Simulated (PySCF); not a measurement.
Isomers of C7H9ClNP. Method used: PySCF 2.14.0, PBE0-D3(BJ)/def2-SVP geometry optimisation, gas phase. One conformer each; no zero-point energy, no entropy. No frequencies were run at this level. Point groups hold within 0.08 Å.

Question: Order them by energy at this level, lowest first, and give relative energies in kcal/mol.
A. `CN(C)C1=CC(Cl)=PC=C1`
B. `[CH3:1][CH:2]([CH3:3])[c:4]1[cH:5][n:6][c:7]([Cl:8])[cH:9][p:10]1` with C1–C2–C4–C5 61°

Answer: B (0.0), A (5.6).

```json
{"SMILES": "CC(C)c1cnc(Cl)cp1", "E (Eh)": "-1127.32602", "E rel (kcal/mol)": "0.0", "dipole (D)": "2.74", "point group": "near Cs", "A, B, C (MHz)": "2254, 523.2, 467.6"}
{"SMILES": "CN(C)c1ccpc(Cl)c1", "E (Eh)": "-1127.31718", "E rel (kcal/mol)": "5.6", "dipole (D)": "5.44", "point group": "Cs", "A, B, C (MHz)": "1614, 658.1, 470.3"}
```

Q: How do the relative energies change in single points at PBE0/pcSseg-1 (no added dispersion term) on the same geometries?

A: 
```
           SMILES  PBE0-D3(BJ)/def2-SVP (kcal/mol)  PBE0/pcSseg-1 (kcal/mol)  shift
CC(C)c1cnc(Cl)cp1                              0.0                       0.0    0.0
CN(C)c1ccpc(Cl)c1                              5.6                       6.9   +1.3
```

Each column counts from its own lowest isomer. The order is unchanged; the largest shift is 1.3 kcal/mol.
